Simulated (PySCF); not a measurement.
C⁺ (carbon, charge +1) across methods

[He] 2s2 2p1, 2P determinant. Computed with PySCF 2.14 in x2c-QZVPPall (7s4p3d2f1g, 57 functions), with scalar relativity by spin-free X2C-1e.

| method | E (hartree) | mean ε 2s α (eV) | mean ε 2s β (eV) | mean ε 2p α (eV) | Σ⟨r²⟩ (bohr²) | ⟨S²⟩ |
| --- | --- | --- | --- | --- | --- | --- |
| HSE06 | -37.4043 | -27.706 | -25.815 | -19.403 | 8.026 | 0.753 |
| LDA | -37.0554 | -26.119 | -24.606 | -17.805 | 8.123 | 0.751 |
| PBE | -37.3901 | -26.173 | -24.710 | -17.950 | 8.059 | 0.752 |
| revPBE | -37.4417 | -26.176 | -24.723 | -17.950 | 8.053 | 0.752 |
| wB97X-V | -37.4471 | -30.822 | -28.970 | -22.298 | 8.072 | 0.752 |
| r2SCAN | -37.4214 | -26.652 | -24.903 | -18.643 | 8.018 | 0.755 |
| UHF | -37.31187 | -33.321 | -29.605 | -24.877 | 8.048 | 0.757 |
| BHandHLYP | -37.4476 | -29.962 | -27.638 | -21.659 | 8.022 | 0.753 |

**Question.** Estimate the same row for PBE0.

**Answer.** E (hartree) = -37.3997; mean ε 2s α (eV) = -28.151; mean ε 2s β (eV) = -26.244; mean ε 2p α (eV) = -19.792; Σ⟨r²⟩ (bohr²) = 8.028; ⟨S²⟩ = 0.753.
